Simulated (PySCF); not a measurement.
# Excitation energy of Sb²⁺ by level of theory

Sb²⁺ [Kr] 4d10 5s2 5p1 (2P) → Sb²⁺ [Kr] 4d10 5s2 5d1 (2D), as a difference of total energies. All numbers are calculated (PySCF 2.14, scalar relativity through the core potential, in aug-cc-pVDZ-PP with ECP28MDF (5s4p3d, 32 functions)). Correlated levels: valence: 4s2 4p6 4d10 frozen. The calculations carry no spin-orbit coupling.

| method | excitation energy (eV) |
| --- | --- |
| UHF | 11.270 |
| LDA | 10.714 |
| PBE | 10.470 |
| PBE0 | 10.754 |
| r2SCAN | 10.872 |
| M06 | 10.506 |
| M06-L | 10.523 |
| BLYP | 10.431 |
| r2SCAN0 | 11.054 |
| MP2 (valence) | 11.118 |
| SCS-MP2 (valence) | 11.077 |

How much does correlation contribute at MP2 (valence)?

11.118 − (11.270) = -0.152 eV, measured against UHF.

The promoted electron is Rydberg-like, and one or two diffuse shells describe it only roughly, which tends to raise the upper state.
